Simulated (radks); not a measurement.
Results of a calculation; reference values are marked as such.
Bi VI, 78 electrons, occupied as [Xe] 4f14 5d10 (the NIST ground configuration). Code: a radial shooting solver on a logarithmic mesh with Libxc functionals. Model: Dirac Kohn-Sham, PBE, spin-unpolarised, spherical densities, point nucleus.

Spin-orbit splittings of the eigenvalues, e(l+1/2) - e(l-1/2), with zeta = 2 splitting/(2l+1) and mean radii in bohr:

shell	occ.	splitting (eV)	zeta (eV)	<r> j=l-1/2	<r> j=l+1/2
2p	6	2320	1547	0.05388	0.06293
3p	6	519.5	346.4	0.1615	0.1780
3d	10	110.1	44.04	0.1545	0.1595
4p	6	128.0	85.37	0.3777	0.4124
4d	10	23.90	9.559	0.4160	0.4271
4f	14	5.494	1.570	0.4378	0.4440
5p	6	24.78	16.52	0.8834	0.9704
5d	10	3.175	1.270	1.172	1.207
